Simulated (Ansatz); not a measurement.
The cluster Bi₃⁺. The state is a singlet with charge 1. Geometry B3LYP-D4/def2-SVP.

```
atom    x (Å)    y (Å)    z (Å)
 Bi1   0.1833  -1.1483  -1.2199
 Bi2  -1.0371  -0.3030   1.2935
 Bi3   0.8537   1.4513  -0.0736
```

In the def2 sets Bi takes a core potential; there is no spin–orbit coupling. LC-ωPBE has ω = 0.4 bohr⁻¹. HSE06 is defined as in plane-wave codes, on full-range PBE exchange. The structure comes from a short search, and lower isomers may exist.

**Question.** Estimate the orbital energies around the gap (eV) in Ansatz with LDA (SPW92)/def2-TZVP, r2SCANh-D4/def2-TZVP, PBE0-D4/def2-SVP, HSE06-D4/def2-TZVP, LC-ωPBE/def2-TZVP.

**Answer.** 
```csv
orbital,LDA (SPW92)/def2-TZVP,r2SCANh-D4/def2-TZVP,PBE0-D4/def2-SVP,HSE06-D4/def2-TZVP,LC-ωPBE/def2-TZVP
HOMO−5,-18.83,-19.37,-19.90,-19.41,-22.77
HOMO−4,-18.83,-19.37,-19.90,-19.41,-22.77
HOMO−3,-11.51,-11.85,-12.24,-11.76,-14.26
HOMO−2,-10.97,-11.14,-11.42,-10.98,-13.21
HOMO−1,-10.52,-10.81,-11.18,-10.74,-13.21
HOMO,-10.52,-10.81,-11.18,-10.75,-13.12
LUMO,-8.78,-8.21,-7.89,-8.20,-5.97
LUMO+1,-8.78,-8.21,-7.89,-8.20,-5.97
LUMO+2,-6.73,-6.16,-5.91,-6.24,-4.19
LUMO+3,-6.40,-5.68,-5.50,-5.83,-3.65
LUMO+4,-6.40,-5.68,-5.50,-5.83,-3.65
LUMO+5,-2.26,-1.28,0.08,-1.77,0.39
```
